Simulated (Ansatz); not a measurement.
SnHMe2(OAc) (C4H10O2Sn). Charge 0, multiplicity 1. Geometry PBE-D4/def2-SVP; atoms count from 1.

Cartesian coordinates in Å:
```
Sn 0.904 0.313 0.699
H 0.837 -0.029 2.393
C 2.743 -0.431 -0.177
H 2.721 -0.276 -1.273
H 2.848 -1.512 0.034
H 3.612 0.108 0.249
C 0.474 2.332 0.067
H -0.396 2.711 0.632
H 0.232 2.315 -1.014
H 1.358 2.979 0.229
O -0.373 -1.048 -0.334
C -1.582 -0.737 0.087
C -2.702 -1.564 -0.506
O -1.771 0.172 0.909
H -3.674 -1.249 -0.090
H -2.526 -2.637 -0.296
H -2.705 -1.449 -1.608
```

In the def2 sets Sn takes a core potential; there is no spin–orbit coupling.

Q: Estimate the Mulliken populations from the PBE0/def2-TZVP orbitals of Ansatz.

A: 
```
atom  charge (e)
 Sn1        0.86
  H2       -0.04
  C3       -0.64
  H4        0.15
  H5        0.15
  H6        0.14
  C7       -0.63
  H8        0.17
  H9        0.15
 H10        0.14
 O11       -0.48
 C12        0.40
 C13       -0.38
 O14       -0.42
 H15        0.15
 H16        0.14
 H17        0.14
```
Mulliken values depend strongly on the basis.

Q: And the Mayer bond orders between heavy atoms (over 0.3)?

A: Sn1–C3 0.90 (2.17 Å); Sn1–C7 0.92 (2.16 Å); Sn1–O11 0.59 (2.13 Å); O11–C12 1.31 (1.32 Å); C12–C13 1.00 (1.51 Å); C12–O14 1.77 (1.24 Å).
